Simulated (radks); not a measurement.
Results of a calculation; reference values are marked as such.
Species: the neon ion Ne3+. Configuration: [He] 2s2 2p3. Code: a radial shooting solver on a logarithmic mesh with Libxc functionals. Model: non-relativistic Kohn-Sham, LDA (Slater exchange, Perdew-Wang correlation), spin-polarised, spherical densities, point nucleus; open shells are filled with parallel spins first. Some entries of the table are withheld. Estimate them.

| orbital | occ. | eigenvalue (eV) | <r^2> (bohr^2) | <r> (bohr) |
|---|---|---|---|---|
| 1s up | 1 | -909.0027 | 0.03409 | (1) |
| 1s down | 1 | -904.9113 | 0.03379 | (2) |
| 2s up | 1 | (3) | 0.7465 | 0.7932 |
| 2s down | 1 | (4) | 0.7894 | 0.8144 |
| 2p up | 3 | -83.7259 | 0.6878 | 0.7439 |
| 2p down | 0 | -75.0388 | 0.7561 | 0.7771 |

Answer. 
(1) 1s up <r> (bohr): 0.1590
(2) 1s down <r> (bohr): 0.1584
(3) 2s up eigenvalue (eV): -105.5124
(4) 2s down eigenvalue (eV): -97.5173
